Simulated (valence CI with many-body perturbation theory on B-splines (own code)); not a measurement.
**E1 line list for Xe³⁹⁺**

Level of theory: configuration interaction combined with many-body perturbation theory (CI+MBPT): five valence electrons over a frozen Dirac-Fock core [Ne], a basis of 9 s, 9 p, 8 d, 6 f, 3 g, 1 h functions for each j, with the one-electron correlation potential Σ1, the two-electron term Σ2, the three-electron term Σ3, Breit, model QED; selected CI, second order for the rest (own B-spline code, finite nucleus).

No measured spectrum was set against this ion. As an estimate, large intervals hold to a few tenths of a per cent, small ones and those within an open d or f shell to about a per cent. Among the levels kept, up to 530 cm⁻¹ of a level comes from second order outside the variational space, and about a tenth of that is noise between levels of different J, which matters for small intervals.

Lines 151 to 200 of 223 in falling wavelength, among levels below 2974100 cm⁻¹, chosen from the strongest by gf and those to the six lowest levels. Wavelengths and rates use the calculated energies. Electric multipoles are in the length gauge, E1 and E2 with the static RPA response of the core. Weak lines are less certain than strong ones. Lines between different terms over intervals too small for the method are left out, as are lines whose strength nearly cancels. The highest levels of a list are the least certain.

Levels are named by their leading jj configuration (3d3/2^4 stands for four electrons in 3d with j = 3/2), which in mixed levels can hold well under half, so a name can repeat and another be missing. Letters in brackets count levels of one name in rising energy.

```csv
λ vac (Å),Upper,Lower,A (s⁻¹),S (a.u.) with core polarisation,S without
66.93,(3s 3p1/2^2 3p3/2 3d5/2) J=5/2,(3s 3p1/2^2 3p3/2^2) J=5/2,4.70e+10,4.17e-02,4.25e-02
66.92,(3s^2 3p1/2 3p3/2 3d5/2) J=3/2 [b],(3s^2 3p1/2 3p3/2^2) J=5/2,6.54e+09,3.87e-03,3.94e-03
66.76,(3s^2 3p1/2 3p3/2 3d5/2) J=7/2 [b],(3s^2 3p1/2 3p3/2^2) J=5/2,1.12e+11,1.32e-01,1.34e-01
66.75,(3s 3p1/2^2 3p3/2 3d3/2) J=5/2 [b],(3s 3p1/2^2 3p3/2^2) J=5/2,5.92e+09,5.22e-03,5.31e-03
66.57,(3s^2 3p1/2^2 3d5/2) J=5/2,(3s^2 3p1/2^2 3p3/2) J=3/2,8.30e+10,7.25e-02,7.38e-02
66.05,(3s^2 3p1/2 3p3/2 3d5/2) J=5/2 [b],(3s^2 3p1/2 3p3/2^2) J=5/2,6.78e+07,5.78e-05,5.97e-05
65.33,(3s 3p1/2^2 3p3/2 3d5/2) J=3/2,(3s 3p1/2^2 3p3/2^2) J=5/2,2.63e+10,1.45e-02,1.48e-02
65.25,(3s 3p1/2^2 3p3/2 3d3/2) J=3/2 [b],(3s^2 3p1/2^2 3d3/2) J=3/2,5.07e+10,2.78e-02,2.84e-02
64.09,(3s^2 3p1/2 3p3/2 3d5/2) J=3/2 [b],(3s^2 3p1/2 3p3/2^2) J=3/2,1.06e+11,5.49e-02,5.60e-02
63.76,(3s^2 3p3/2^2 3d5/2) J=3/2,(3s^2 3p3/2^3) J=3/2,2.52e+11,1.29e-01,1.31e-01
63.69,(3s 3p1/2^2 3p3/2 3d5/2) J=7/2,(3s 3p1/2^2 3p3/2^2) J=5/2,3.94e+10,4.02e-02,4.09e-02
63.61,(3s^2 3p1/2 3p3/2 3d5/2) J=3/2 [c],(3s^2 3p1/2 3p3/2^2) J=5/2,5.11e+10,2.60e-02,2.65e-02
63.29,(3s^2 3p1/2 3p3/2 3d5/2) J=5/2 [b],(3s^2 3p1/2 3p3/2^2) J=3/2,1.84e+11,1.38e-01,1.41e-01
62.92,(3s^2 3p1/2 3p3/2 3d5/2) J=1/2,(3s^2 3p1/2 3p3/2^2) J=3/2,9.44e+10,2.32e-02,2.36e-02
62.60,(3s 3p1/2^2 3p3/2^2) J=1/2,(3s^2 3p1/2^2 3p3/2) J=3/2,7.00e+10,1.70e-02,1.73e-02
62.51,(3s^2 3p3/2^2 3d5/2) J=5/2 [b],(3s^2 3p3/2^3) J=3/2,3.45e+11,2.49e-01,2.54e-01
62.40,(3s 3p1/2 3p3/2^3) J=5/2,(3s^2 3p1/2 3p3/2^2) J=5/2,2.10e+11,1.51e-01,1.54e-01
62.26,(3s 3p1/2^2 3p3/2^2) J=3/2,(3s^2 3p1/2^2 3p3/2) J=3/2,1.12e+11,5.34e-02,5.44e-02
61.73,(3s 3p1/2 3p3/2^3) J=3/2,(3s^2 3p1/2 3p3/2^2) J=1/2,5.35e+10,2.48e-02,2.53e-02
61.26,(3s 3p1/2^2 3p3/2 3d5/2) J=5/2,(3s^2 3p1/2^2 3d3/2) J=3/2,1.26e+09,8.59e-04,8.76e-04
61.10,(3s 3p1/2^2 3p3/2 3d3/2) J=5/2 [b],(3s^2 3p1/2^2 3d3/2) J=3/2,1.33e+11,8.98e-02,9.16e-02
61.07,(3s 3p1/2 3p3/2^3) J=1/2,(3s^2 3p1/2 3p3/2^2) J=1/2,3.36e+11,7.56e-02,7.70e-02
61.05,(3s^2 3p1/2 3p3/2 3d5/2) J=3/2 [c],(3s^2 3p1/2 3p3/2^2) J=3/2,6.54e+10,2.94e-02,2.99e-02
60.31,(3s 3p1/2^2 3p3/2 3d3/2) J=1/2 [b],(3s^2 3p1/2^2 3d3/2) J=3/2,1.54e+11,3.33e-02,3.40e-02
59.94,(3s 3p1/2 3p3/2^3) J=5/2,(3s^2 3p1/2 3p3/2^2) J=3/2,4.87e+10,3.10e-02,3.16e-02
59.92,(3s 3p1/2^2 3p3/2 3d5/2) J=3/2,(3s^2 3p1/2^2 3d3/2) J=3/2,8.31e+09,3.53e-03,3.60e-03
58.79,(3s 3p1/2 3p3/2^3) J=3/2,(3s^2 3p1/2 3p3/2^2) J=5/2,2.87e+11,1.15e-01,1.17e-01
56.60,(3s 3p1/2 3p3/2^3) J=3/2,(3s^2 3p1/2 3p3/2^2) J=3/2,6.73e+10,2.41e-02,2.45e-02
56.04,(3s 3p1/2 3p3/2^3) J=1/2,(3s^2 3p1/2 3p3/2^2) J=3/2,5.71e+10,9.92e-03,1.01e-02
55.73,(3s^2 3p1/2 3p3/2 3d3/2) J=5/2 [a],(3s^2 3p1/2^2 3p3/2) J=3/2,1.10e+09,5.64e-04,5.74e-04
55.53,(3s^2 3p1/2 3p3/2 3d3/2) J=3/2 [a],(3s^2 3p1/2^2 3p3/2) J=3/2,2.15e+10,7.27e-03,7.42e-03
55.37,(3s^2 3p1/2 3p3/2 3d3/2) J=1/2 [a],(3s^2 3p1/2^2 3p3/2) J=3/2,3.32e+09,5.57e-04,5.68e-04
52.93,(3s^2 3p3/2^2 3d5/2) J=1/2,(3s^2 3p1/2 3p3/2^2) J=1/2,8.60e+09,1.26e-03,1.29e-03
52.65,(3s^2 3p3/2^2 3d3/2) J=3/2 [a],(3s^2 3p1/2 3p3/2^2) J=1/2,4.60e+10,1.33e-02,1.35e-02
52.37,(3s^2 3p3/2^2 3d3/2) J=1/2,(3s^2 3p1/2 3p3/2^2) J=1/2,3.14e+10,4.45e-03,4.54e-03
51.94,(3s^2 3p1/2 3p3/2 3d5/2) J=3/2 [a],(3s^2 3p1/2^2 3p3/2) J=3/2,5.59e+08,1.55e-04,1.57e-04
51.13,(3s^2 3p3/2^2 3d5/2) J=7/2,(3s^2 3p1/2 3p3/2^2) J=5/2,5.67e+10,2.99e-02,3.05e-02
50.68,(3s^2 3p3/2^2 3d3/2) J=5/2,(3s^2 3p1/2 3p3/2^2) J=5/2,3.45e+11,1.33e-01,1.36e-01
50.67,(3s^2 3p1/2 3p3/2 3d5/2) J=5/2 [a],(3s^2 3p1/2^2 3p3/2) J=3/2,1.75e+10,6.74e-03,6.86e-03
50.50,(3s^2 3p3/2^2 3d3/2) J=3/2 [a],(3s^2 3p1/2 3p3/2^2) J=5/2,2.09e+11,5.32e-02,5.42e-02
49.98,(3s^2 3p3/2^2 3d3/2) J=7/2,(3s^2 3p1/2 3p3/2^2) J=5/2,3.74e+11,1.84e-01,1.88e-01
49.74,(3s^2 3p3/2^2 3d3/2) J=3/2 [b],(3s^2 3p1/2 3p3/2^2) J=1/2,4.50e+11,1.09e-01,1.11e-01
49.62,(3s^2 3p1/2 3p3/2 3d3/2) J=5/2 [b],(3s^2 3p1/2^2 3p3/2) J=3/2,4.52e+11,1.63e-01,1.67e-01
49.11,(3s^2 3p3/2^2 3d5/2) J=1/2,(3s^2 3p1/2 3p3/2^2) J=3/2,3.07e+11,3.58e-02,3.65e-02
49.04,(3s^2 3p3/2^2 3d3/2) J=5/2,(3s^2 3p1/2 3p3/2^2) J=3/2,1.77e+11,6.19e-02,6.31e-02
48.87,(3s^2 3p3/2^2 3d3/2) J=3/2 [a],(3s^2 3p1/2 3p3/2^2) J=3/2,4.02e+11,9.26e-02,9.44e-02
48.79,(3s^2 3p1/2 3p3/2 3d3/2) J=1/2 [b],(3s^2 3p1/2^2 3p3/2) J=3/2,5.46e+11,6.26e-02,6.38e-02
48.75,(3s^2 3p1/2 3p3/2 3d3/2) J=3/2 [b],(3s^2 3p1/2^2 3p3/2) J=3/2,7.74e+11,1.77e-01,1.80e-01
48.63,(3s^2 3p3/2^2 3d3/2) J=1/2,(3s^2 3p1/2 3p3/2^2) J=3/2,3.06e+11,3.48e-02,3.55e-02
47.81,(3s^2 3p3/2^2 3d3/2) J=3/2 [b],(3s^2 3p1/2 3p3/2^2) J=5/2,1.27e+10,2.74e-03,2.80e-03
```
